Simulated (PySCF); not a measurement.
PySCF run on CaSe

File input.py (PySCF 2.14):

```python
from pyscf import gto, dft
from pyscf.geomopt.geometric_solver import optimize

mol = gto.M(
    atom='Ca 0 0 0; Se 0 0 2.893',
    basis='x2c-svpall',
    charge=0,
    spin=0,
    verbose=4,
)
mf = dft.RKS(mol, xc='wb97x')
mf = mf.sfx2c1e()
mf = mf.density_fit(auxbasis='def2-universal-jkfit')
mf.kernel()
g = mf.nuc_grad_method()
g.grid_response = True
mol_eq = optimize(g.as_scanner(), maxsteps=30)
print('optimised geometry (angstrom)')
print(mol_eq.tostring('raw'))
print('orbital energies (hartree):', mf.mo_energy[..., max(0, mol.nelec[1]-3):mol.nelec[0]+3].round(4))
```

```bash
$ OMP_NUM_THREADS=1 python input.py
```

The log (some set-up lines and the per-cycle HOMO/LUMO lines with their warnings removed):

```
PySCF version 2.14.0

[INPUT] verbose = 4
[INPUT] num. atoms = 2
[INPUT] num. electrons = 54
[INPUT] charge = 0
[INPUT] spin (= nelec alpha-beta = 2S) = 0
[INPUT] symmetry False subgroup None
[INPUT] Mole.unit = angstrom
[INPUT] Symbol           X                Y                Z      unit          X                Y                Z       unit  Magmom
[INPUT]  1 Ca     0.000000000000   0.000000000000   0.000000000000 AA    0.000000000000   0.000000000000   0.000000000000 Bohr   0.0
[INPUT]  2 Se     0.000000000000   0.000000000000   2.893000000000 AA    0.000000000000   0.000000000000   5.466977678367 Bohr   0.0

nuclear repulsion = 124.383167447494
number of shells = 6
number of NR pGTOs = 135
number of NR cGTOs = 56
basis = x2c-svpall
ecp = {}

******** <class 'pyscf.df.df_jk.DFsfX2C1eRKS'> ********
method = DFsfX2C1eRKS
initial guess = minao
damping factor = 0
level_shift factor = 0
DIIS = <class 'pyscf.scf.diis.CDIIS'>
diis_start_cycle = 1
diis_space = 8
diis_damp = 0
SCF conv_tol = 1e-09
SCF conv_tol_grad = None
SCF max_cycles = 50
direct_scf = False
XC library pyscf.dft.libxc version 7.0.0
    S. Lehtola, C. Steigemann, M. J.T. Oliveira, and M. A.L. Marques.,  SoftwareX 7, 1–5 (2018)
XC functionals = wb97x
    J.-D. Chai and M. Head-Gordon.,  J. Chem. Phys. 128, 084106 (2008)
radial grids:
    Treutler-Ahlrichs [JCP 102, 346 (1995); DOI:10.1063/1.469408] (M4) radial grids

becke partition: Becke, JCP 88, 2547 (1988); DOI:10.1063/1.454033
pruning grids: <function nwchem_prune>
grids dens level: 3
symmetrized grids: False
atomic radii adjust function: <function treutler_atomic_radii_adjust>
small_rho_cutoff = 0

******** <class 'pyscf.x2c.sfx2c1e.SpinFreeX2CHelper'> ********
approx = 1e
xuncontract = 1
Set gradient conv threshold to 3.16228e-05
Initial guess from minao.
tot grids = 40848
******** <class 'pyscf.df.df.DF'> ********
auxbasis = def2-universal-jkfit
Create RSH-DF object <pyscf.df.df.DF object> for omega=0.3
******** <class 'pyscf.df.df.DF'> ********
auxbasis = auxmol.basis = def2-universal-jkfit
init E= -3109.7251944916
cycle= 1 E= -3109.75514088879  delta_E= -0.0299  |g|= 0.445  |ddm|= 2.27
cycle= 2 E= -3109.55806156723  delta_E= 0.197  |g|= 0.878  |ddm|= 2.52
cycle= 3 E= -3109.87762220582  delta_E= -0.32  |g|= 0.0547  |ddm|=  1.5
cycle= 4 E= -3109.8784403386  delta_E= -0.000818  |g|= 0.0177  |ddm|= 0.0929
cycle= 5 E= -3109.87860726299  delta_E= -0.000167  |g|= 0.00746  |ddm|= 0.042
cycle= 6 E= -3109.87867594219  delta_E= -6.87e-05  |g|= 0.00248  |ddm|= 0.0263
cycle= 7 E= -3109.87869394848  delta_E= -1.8e-05  |g|= 0.00114  |ddm|= 0.0168
cycle= 8 E= -3109.87869651603  delta_E= -2.57e-06  |g|= 0.000206  |ddm|= 0.00855
cycle= 9 E= -3109.87869657283  delta_E= -5.68e-08  |g|= 7.35e-05  |ddm|= 0.00113
cycle= 10 E= -3109.87869658472  delta_E= -1.19e-08  |g|= 4.97e-05  |ddm|= 0.000419
cycle= 11 E= -3109.87869659205  delta_E= -7.34e-09  |g|= 1.59e-05  |ddm|= 0.000491
cycle= 12 E= -3109.87869659291  delta_E= -8.59e-10  |g|= 4.47e-06  |ddm|= 0.000196
Extra cycle  E= -3109.87869659296  delta_E= -4.55e-11  |g|= 3.24e-06  |ddm|= 2.43e-05
converged SCF energy = -3109.87869659296
Create scanner for <class 'pyscf.df.grad.rks.Gradients'>
Create scanner for <class 'pyscf.df.df_jk.DFsfX2C1eRKS'>
input.py

Current date and time:

#|     Arguments passed to driver run_optimizer():      |#
customengine              <pyscf.geomopt.geometric_solver.PySCFEngine object>
logIni                    <dir>
maxiter                   30
----------------------------------------------------------
Custom engine selected.
Bonds will be generated from interatomic distances less than 1.20 times sum of covalent radii
6 internal coordinates being used (instead of 6 Cartesians)
Internal coordinate system (atoms numbered from 1):
Distance 1-2
Translation-X 1-2
Translation-Y 1-2
Translation-Z 1-2
Rotation-A 1-2
Rotation-B 1-2
Rotation-C 1-2
<class 'geometric.internal.Distance'> : 1
<class 'geometric.internal.TranslationX'> : 1
<class 'geometric.internal.TranslationY'> : 1
<class 'geometric.internal.TranslationZ'> : 1
<class 'geometric.internal.RotationA'> : 1
<class 'geometric.internal.RotationB'> : 1
<class 'geometric.internal.RotationC'> : 1
> ===== Optimization Info: ====
> Job type: Energy minimization
> Maximum number of optimization cycles: 30
> Initial / maximum trust radius (Angstrom): 0.100 / 0.300
> Convergence Criteria:
> Will converge when all 5 criteria are reached:
>  |Delta-E| < 1.00e-06
>  RMS-Grad  < 3.00e-04
>  Max-Grad  < 4.50e-04
>  RMS-Disp  < 1.20e-03
>  Max-Disp  < 1.80e-03
> === End Optimization Info ===

Geometry optimization cycle 1
Cartesian coordinates (Angstrom)
 Atom        New coordinates             dX        dY        dZ
  Ca   0.000000   0.000000   0.000000    0.000000  0.000000  0.000000
  Se   0.000000   0.000000   2.893000    0.000000  0.000000  0.000000

WARN: Mole.unit (angstrom) is changed to Bohr

New geometry
   1 Ca     0.000000000000   0.000000000000   0.000000000000 AA    0.000000000000   0.000000000000   0.000000000000 Bohr
   2 Se     0.000000000000   0.000000000000   2.893000000000 AA    0.000000000000   0.000000000000   5.466977678367 Bohr

******** <class 'pyscf.scf.hf.DFsfX2C1eRKS_Scanner'> ********
method = DFsfX2C1eRKS_Scanner
initial guess = minao
damping factor = 0
level_shift factor = 0
DIIS = <class 'pyscf.scf.diis.CDIIS'>
diis_start_cycle = 1
diis_space = 8
diis_damp = 0
SCF conv_tol = 1e-09
SCF conv_tol_grad = None
SCF max_cycles = 50
direct_scf = False
XC library pyscf.dft.libxc version 7.0.0
    S. Lehtola, C. Steigemann, M. J.T. Oliveira, and M. A.L. Marques.,  SoftwareX 7, 1–5 (2018)
XC functionals = wb97x
    J.-D. Chai and M. Head-Gordon.,  J. Chem. Phys. 128, 084106 (2008)
radial grids:
    Treutler-Ahlrichs [JCP 102, 346 (1995); DOI:10.1063/1.469408] (M4) radial grids

becke partition: Becke, JCP 88, 2547 (1988); DOI:10.1063/1.454033
pruning grids: <function nwchem_prune>
grids dens level: 3
symmetrized grids: False
atomic radii adjust function: <function treutler_atomic_radii_adjust>
small_rho_cutoff = 0

******** <class 'pyscf.x2c.sfx2c1e.SpinFreeX2CHelper'> ********
approx = 1e
xuncontract = 1
Set gradient conv threshold to 3.16228e-05
tot grids = 40848
******** <class 'pyscf.df.df.DF'> ********
auxbasis = def2-universal-jkfit
Create RSH-DF object <pyscf.df.df.DF object> for omega=0.3
******** <class 'pyscf.df.df.DF'> ********
auxbasis = auxmol.basis = def2-universal-jkfit
init E= -3109.87869659296
cycle= 1 E= -3109.87869659297  delta_E= -1.23e-11  |g|= 2.62e-06  |ddm|= 1.26e-05
Extra cycle  E= -3109.87869659298  delta_E= -6.82e-12  |g|= 3.19e-06  |ddm|= 1.33e-05
converged SCF energy = -3109.87869659298

******** <class 'pyscf.grad.rhf.Gradients_Scanner'> for <class 'pyscf.scf.hf.DFsfX2C1eRKS_Scanner'> ********
unit = Eh/Bohr
grid_response = True
--------------- DFsfX2C1eRKS_Scanner gradients ---------------
         x                y                z
0 Ca    -0.0000000000    -0.0000000000    -0.0567955470
1 Se     0.0000000000     0.0000000000     0.0567955457
----------------------------------------------
cycle 1: E = -3109.87869659  dE = -3109.88  norm(grad) = 0.080321
Step    0 : Gradient = 5.680e-02/5.680e-02 (rms/max) Energy = -3109.8786965930
Hessian Eigenvalues: 4.41575e-02 5.00000e-02 5.00000e-02 ... 5.00000e-02 5.00000e-02 5.00000e-02

Geometry optimization cycle 2
Cartesian coordinates (Angstrom)
 Atom        New coordinates             dX        dY        dZ
  Ca   0.000000   0.000000   0.100000    0.000000  0.000000  0.100000
  Se  -0.000000  -0.000000   2.793000   -0.000000 -0.000000 -0.100000
New geometry
   1 Ca     0.000000000012   0.000000000013   0.100000004430 AA    0.000000000023   0.000000000024   0.188972620827 Bohr
   2 Se    -0.000000000012  -0.000000000013   2.793000004423 AA   -0.000000000023  -0.000000000024   5.278005074269 Bohr

******** <class 'pyscf.scf.hf.DFsfX2C1eRKS_Scanner'> ********
method = DFsfX2C1eRKS_Scanner
initial guess = minao
damping factor = 0
level_shift factor = 0
DIIS = <class 'pyscf.scf.diis.CDIIS'>
diis_start_cycle = 1
diis_space = 8
diis_damp = 0
SCF conv_tol = 1e-09
SCF conv_tol_grad = None
SCF max_cycles = 50
direct_scf = False
XC library pyscf.dft.libxc version 7.0.0
    S. Lehtola, C. Steigemann, M. J.T. Oliveira, and M. A.L. Marques.,  SoftwareX 7, 1–5 (2018)
XC functionals = wb97x
    J.-D. Chai and M. Head-Gordon.,  J. Chem. Phys. 128, 084106 (2008)
radial grids:
    Treutler-Ahlrichs [JCP 102, 346 (1995); DOI:10.1063/1.469408] (M4) radial grids

becke partition: Becke, JCP 88, 2547 (1988); DOI:10.1063/1.454033
pruning grids: <function nwchem_prune>
grids dens level: 3
symmetrized grids: False
atomic radii adjust function: <function treutler_atomic_radii_adjust>
small_rho_cutoff = 0

******** <class 'pyscf.x2c.sfx2c1e.SpinFreeX2CHelper'> ********
approx = 1e
xuncontract = 1
Set gradient conv threshold to 3.16228e-05
tot grids = 40848
******** <class 'pyscf.df.df.DF'> ********
auxbasis = def2-universal-jkfit
[part of the log left out]
DIIS = <class 'pyscf.scf.diis.CDIIS'>
diis_start_cycle = 1
diis_space = 8
diis_damp = 0
SCF conv_tol = 1e-09
SCF conv_tol_grad = None
SCF max_cycles = 50
direct_scf = False
XC library pyscf.dft.libxc version 7.0.0
    S. Lehtola, C. Steigemann, M. J.T. Oliveira, and M. A.L. Marques.,  SoftwareX 7, 1–5 (2018)
XC functionals = wb97x
    J.-D. Chai and M. Head-Gordon.,  J. Chem. Phys. 128, 084106 (2008)
radial grids:
    Treutler-Ahlrichs [JCP 102, 346 (1995); DOI:10.1063/1.469408] (M4) radial grids

becke partition: Becke, JCP 88, 2547 (1988); DOI:10.1063/1.454033
pruning grids: <function nwchem_prune>
grids dens level: 3
symmetrized grids: False
atomic radii adjust function: <function treutler_atomic_radii_adjust>
small_rho_cutoff = 0

******** <class 'pyscf.x2c.sfx2c1e.SpinFreeX2CHelper'> ********
approx = 1e
xuncontract = 1
Set gradient conv threshold to 3.16228e-05
tot grids = 40848
******** <class 'pyscf.df.df.DF'> ********
auxbasis = def2-universal-jkfit
Create RSH-DF object <pyscf.df.df.DF object> for omega=0.3
******** <class 'pyscf.df.df.DF'> ********
auxbasis = auxmol.basis = def2-universal-jkfit
init E= -3109.91502659064
cycle= 1 E= -3109.91419326159  delta_E= 0.000833  |g|= 0.00108  |ddm|= 0.00414
cycle= 2 E= -3109.91419345997  delta_E= -1.98e-07  |g|= 0.00113  |ddm|= 0.00481
cycle= 3 E= -3109.91419384049  delta_E= -3.81e-07  |g|= 0.000192  |ddm|= 0.00165
cycle= 4 E= -3109.91419386175  delta_E= -2.13e-08  |g|= 8.4e-05  |ddm|= 0.000355
cycle= 5 E= -3109.91419388398  delta_E= -2.22e-08  |g|= 3.31e-05  |ddm|= 0.000719
cycle= 6 E= -3109.9141938877  delta_E= -3.71e-09  |g|= 1.2e-05  |ddm|= 0.000302
cycle= 7 E= -3109.91419388809  delta_E= -3.97e-10  |g|= 4.43e-06  |ddm|= 0.000122
Extra cycle  E= -3109.91419388811  delta_E= -1.91e-11  |g|= 3.51e-06  |ddm|= 1.99e-05
converged SCF energy = -3109.91419388811

******** <class 'pyscf.grad.rhf.Gradients_Scanner'> for <class 'pyscf.scf.hf.DFsfX2C1eRKS_Scanner'> ********
unit = Eh/Bohr
grid_response = True
--------------- DFsfX2C1eRKS_Scanner gradients ---------------
         x                y                z
0 Ca     0.0000000000     0.0000000000    -0.0000083464
1 Se    -0.0000000000    -0.0000000000     0.0000083453
----------------------------------------------
cycle 5: E = -3109.91419389  dE = -3.31321e-06  norm(grad) = 1.18028e-05
Step    4 : Displace = 1.719e-03/1.719e-03 (rms/max) Trust = 1.414e-01 (=) Grad = 8.346e-06/8.346e-06 (rms/max) E (change) = -3109.9141938881 (-3.313e-06) Quality = 1.010
Hessian Eigenvalues: 5.00000e-02 5.00000e-02 5.00000e-02 ... 5.00000e-02 5.00000e-02 1.54169e-01

Geometry optimization cycle 6
Cartesian coordinates (Angstrom)
 Atom        New coordinates             dX        dY        dZ
  Ca   0.000000  -0.000000   0.238848   -0.000000 -0.000000  0.000014
  Se  -0.000000   0.000000   2.654152    0.000000  0.000000 -0.000014
New geometry
   1 Ca     0.000000000092  -0.000000000067   0.238847764913 AA    0.000000000174  -0.000000000126   0.451356861150 Bohr
   2 Se    -0.000000000092   0.000000000067   2.654152386556 AA   -0.000000000174   0.000000000127   5.015621103451 Bohr

******** <class 'pyscf.scf.hf.DFsfX2C1eRKS_Scanner'> ********
method = DFsfX2C1eRKS_Scanner
initial guess = minao
damping factor = 0
level_shift factor = 0
DIIS = <class 'pyscf.scf.diis.CDIIS'>
diis_start_cycle = 1
diis_space = 8
diis_damp = 0
SCF conv_tol = 1e-09
SCF conv_tol_grad = None
SCF max_cycles = 50
direct_scf = False
XC library pyscf.dft.libxc version 7.0.0
    S. Lehtola, C. Steigemann, M. J.T. Oliveira, and M. A.L. Marques.,  SoftwareX 7, 1–5 (2018)
XC functionals = wb97x
    J.-D. Chai and M. Head-Gordon.,  J. Chem. Phys. 128, 084106 (2008)
radial grids:
    Treutler-Ahlrichs [JCP 102, 346 (1995); DOI:10.1063/1.469408] (M4) radial grids

becke partition: Becke, JCP 88, 2547 (1988); DOI:10.1063/1.454033
pruning grids: <function nwchem_prune>
grids dens level: 3
symmetrized grids: False
atomic radii adjust function: <function treutler_atomic_radii_adjust>
small_rho_cutoff = 0

******** <class 'pyscf.x2c.sfx2c1e.SpinFreeX2CHelper'> ********
approx = 1e
xuncontract = 1
Set gradient conv threshold to 3.16228e-05
tot grids = 40848
******** <class 'pyscf.df.df.DF'> ********
auxbasis = def2-universal-jkfit
Create RSH-DF object <pyscf.df.df.DF object> for omega=0.3
******** <class 'pyscf.df.df.DF'> ********
auxbasis = auxmol.basis = def2-universal-jkfit
init E= -3109.91420079726
cycle= 1 E= -3109.91419388837  delta_E= 6.91e-06  |g|= 6.89e-06  |ddm|= 3.33e-05
cycle= 2 E= -3109.91419388839  delta_E= -2.18e-11  |g|= 6.01e-06  |ddm|= 3.18e-05
Extra cycle  E= -3109.91419388839  delta_E= -3.64e-12  |g|= 5.76e-06  |ddm|= 1.71e-05
converged SCF energy = -3109.91419388839

******** <class 'pyscf.grad.rhf.Gradients_Scanner'> for <class 'pyscf.scf.hf.DFsfX2C1eRKS_Scanner'> ********
unit = Eh/Bohr
grid_response = True
--------------- DFsfX2C1eRKS_Scanner gradients ---------------
         x                y                z
0 Ca    -0.0000000000    -0.0000000000    -0.0000001495
1 Se     0.0000000000     0.0000000000     0.0000001444
----------------------------------------------
cycle 6: E = -3109.91419389  dE = -2.78305e-10  norm(grad) = 2.07802e-07
Step    5 : Displace = 1.432e-05/1.432e-05 (rms/max) Trust = 2.000e-01 (+) Grad = 1.469e-07/1.495e-07 (rms/max) E (change) = -3109.9141938884 (-2.783e-10) Quality = 1.232
Hessian Eigenvalues: 5.00000e-02 5.00000e-02 5.00000e-02 ... 5.00000e-02 5.00000e-02 1.54169e-01
Converged! =D

    #| If this code has benefited your research, please support us by citing: |#
    #| Wang, L.-P.; Song, C.C. (2016) "Geometry optimization made simple with |#
    #| translation and rotation coordinates", J. Chem, Phys. 144, 214108.     |#
    #|                                     |#
optimised geometry (angstrom)
Ca          0.00000000       -0.00000000        0.23884776
Se         -0.00000000        0.00000000        2.65415239
orbital energies (hartree): [-0.2564 -0.231  -0.231  -0.0558  0.03    0.03  ]
```

In short: E(SCF) = -3109.878697 Eh, 12 cycles, all at the start geometry; optimised bond 2.415 Å with E = -3109.914194 Eh after 6 steps.

Run time: 17 s on 1 thread of Intel Xeon 6975P-C (shared host), peak memory 0.33 GiB.

The last line lists the levels of the start geometry. Stability towards an unrestricted solution was not tested.
